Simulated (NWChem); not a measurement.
System: AlH2O2F; SMILES [OH][Al]([OH])[F]

NWChem printed, in part:

```
             Northwest Computational Chemistry Package (NWChem) 7.3.0
             --------------------------------------------------------

 CS  symmetry detected

                             Geometry "geometry" -> ""
                             -------------------------

 Output coordinates in angstroms (scale by  1.889725989 to convert to a.u.)

  No.       Tag          Charge          X              Y              Z
 ---- ---------------- ---------- -------------- -------------- --------------
    1 Al                  13.0000     0.02236168     0.00611136     0.00000000
    2 F                    9.0000     1.14149678     1.21990312     0.00000000
    3 O                    8.0000     0.57870712    -1.60048389     0.00000000
    4 H                    1.0000    -0.06651874    -2.31858293     0.00000000
    5 O                    8.0000    -1.64624792     0.35003739     0.00000000
    6 H                    1.0000    -1.95732774     1.26357925     0.00000000

 Effective nuclear repulsion energy (a.u.)     159.9895346666

      Symmetry information
      --------------------

 Group name             Cs
 Group number              2
 Group order               2
 No. of unique centers     6

                                 NWChem DFT Module
                                 -----------------

 Summary of "ao basis" -> "ao basis" (spherical)
 ------------------------------------------------------------------------------
       Tag                 Description            Shells   Functions and Types
 ---------------- ------------------------------  ------  ---------------------
 Al                         def2-svp                 8       18   4s3p1d
 F                          def2-svp                 6       14   3s2p1d
 O                          def2-svp                 6       14   3s2p1d
 H                          def2-svp                 3        5   2s1p

      Symmetry analysis of basis
      --------------------------

        a'         51
        a"         19

            General Information
            -------------------
          SCF calculation type: DFT
          Wavefunction type:  closed shell.
          No. of atoms     :     6
          No. of electrons :    40
           Alpha electrons :    20
            Beta electrons :    20
          Charge           :     0
          Spin multiplicity:     1
          Use of symmetry is: on ; symmetry adaption is: on
          Maximum number of iterations: 150
          AO basis - number of functions:    70
                     number of shells:    32
          Convergence on energy requested:  1.00D-06
          Convergence on density requested:  1.00D-05
          Convergence on gradient requested:  5.00D-04

              XC Information
              --------------
                         B3LYP Method XC Potential
                     Hartree-Fock (Exact) Exchange  0.200
                        Slater Exchange Functional  0.800 local
                    Becke 1988 Exchange Functional  0.720 non-local
              Lee-Yang-Parr Correlation Functional  0.810
                  VWN I RPA Correlation Functional  0.190 local

             Grid Information
             ----------------
          Grid used for XC integration:  medium
          Radial quadrature: Mura-Knowles
          Angular quadrature: Lebedev.
          Tag              B.-S. Rad. Rad. Pts. Rad. Cut. Ang. Pts.
          ---              ---------- --------- --------- ---------
          Al                  1.25       88           8.0       590
          F                   0.50       49          10.0       434
          O                   0.60       49          10.0       434
          H                   0.35       45          11.0       434
          Grid pruning is: on
          Number of quadrature shells:   325
          Spatial weights used:  Erf1

      Superposition of Atomic Density Guess
      -------------------------------------

 Sum of atomic energies:        -491.46479434

      Non-variational initial energy
      ------------------------------

 Total energy =    -492.008015
 1-e energy   =   -1000.371353
 2-e energy   =     348.373803
 HOMO         =      -0.503189
 LUMO         =      -0.064961

      Symmetry analysis of molecular orbitals - initial
      -------------------------------------------------

  Numbering of irreducible representations:

     1 a'          2 a"

  Orbital symmetries:

     1 a'          2 a'          3 a'          4 a'          5 a'
     6 a'          7 a'          8 a"          9 a'         10 a'
    11 a'         12 a'         13 a'         14 a'         15 a"
    16 a'         17 a'         18 a'         19 a"         20 a"
    21 a'         22 a"         23 a'         24 a'         25 a'
    26 a'         27 a'         28 a"         29 a'         30 a'

     ---------------------------------------------
      Total Density - Mulliken Population Analysis
     ---------------------------------------------

[...]

                         DFT ENERGY GRADIENTS

    atom               coordinates                        gradient
                 x          y          z           x          y          z
   1 Al      0.042257   0.011549   0.000000    0.004753   0.006742   0.000000
   2 F       2.157116   2.305283   0.000000   -0.002914  -0.003472   0.000000
   3 O       1.093598  -3.024476   0.000000    0.004604  -0.002018   0.000000
   4 H      -0.125702  -4.381486   0.000000   -0.002933  -0.000512   0.000000
   5 O      -3.110957   0.661475   0.000000   -0.004408  -0.003222   0.000000
   6 H      -3.698813   2.387819   0.000000    0.000898   0.002483   0.000000
```

Level: B3LYP/def2-SVP. Structure relaxed at the B3LYP/6-31G* (spherical d) level.

Problem. Reconstruct the input file.

Solution. This is not unique; one that fits is the input that was run:
```
start job
memory heap 200 mb stack 900 mb global 1100 mb
geometry units angstroms noautoz
  Al    -0.009086     0.033212     0.000000
  F     -1.636701     0.310021     0.000000
  O      1.034735     1.375265     0.000000
  H      1.988463     1.225647     0.000000
  O      0.611944    -1.553251     0.000000
  H      0.015535    -2.311951     0.000000
end
basis spherical
  * library def2-svp
end
dft
  xc b3lyp
  iterations 150
  mulliken
end
task dft gradient
```
